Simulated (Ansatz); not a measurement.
The pair A = SiH4 (SMILES [SiH4]) (first 5 atoms), B = CH2F2 (SMILES FCF); geometry from B3LYP-D3(BJ)/def2-TZVP.
(charge 0, multiplicity 1):
```xyz
10

Si    -0.088     0.056     0.074
H      0.204    -1.174     0.846
H     -1.313     0.695     0.601
H     -0.295    -0.314    -1.346
H      1.057     0.986     0.175
F      0.427     0.614     3.291
C     -0.001    -0.506     3.943
F     -1.357    -0.566     3.851
H      0.277    -0.422     4.995
H      0.424    -1.380     3.447
```

Cores are frozen in the correlated methods. MP2 and its Hartree–Fock in aug-cc-pV(T+d)Z are density fitted.

Run with Ansatz (Gaussian orbitals). 

The counterpoise-corrected interaction energy is E(AB) − E(A in the pair's basis) − E(B in the pair's basis). Total energies (hartree):

| level | AB | A in the pair's basis | B in the pair's basis |
|---|---|---|---|
| HF/aug-cc-pV(D+d)Z | -529.1816464 | -291.2505393 | -237.9316883 |
| MP2/aug-cc-pV(D+d)Z | -529.8592345 | -291.3723977 | -238.4853550 |
| HF/aug-cc-pV(T+d)Z | -529.2619273 | -291.2638617 | -237.9986766 |
| MP2/aug-cc-pV(T+d)Z | -530.1001795 | -291.4095524 | -238.6888325 |
| CCSD(T)/aug-cc-pV(D+d)Z | -529.9251364 | -291.4072178 | -238.5163136 |

Problem. Work out the counterpoise-corrected interaction energy at the basis-set limit: extrapolate the MP2 correlation part as X⁻³, take Hartree–Fock from the larger set, and add the CCSD(T) − MP2 difference of aug-cc-pV(D+d)Z.

Solution. 
1. Differences (1 hartree = 627.509 kcal/mol): HF/aug-cc-pV(D+d)Z 0.365; MP2/aug-cc-pV(D+d)Z -0.930; HF/aug-cc-pV(T+d)Z 0.383; MP2/aug-cc-pV(T+d)Z -1.126; CCSD(T)/aug-cc-pV(D+d)Z -1.007.
2. Correlation parts, MP2 less HF: -1.294 in aug-cc-pV(D+d)Z (X = 2), -1.510 in aug-cc-pV(T+d)Z (X = 3).
3. Limit (3³·(-1.510) − 2³·(-1.294))/(3³ − 2³) = -1.600; with HF/aug-cc-pV(T+d)Z it gives -1.217.
4. CCSD(T) less MP2 in aug-cc-pV(D+d)Z: -0.077.
Result: -1.29 kcal/mol, against -0.93 at MP2/aug-cc-pV(D+d)Z. It is an estimate of this method's limit, not of the exact value.

Ansatz is a program for electronic structure.
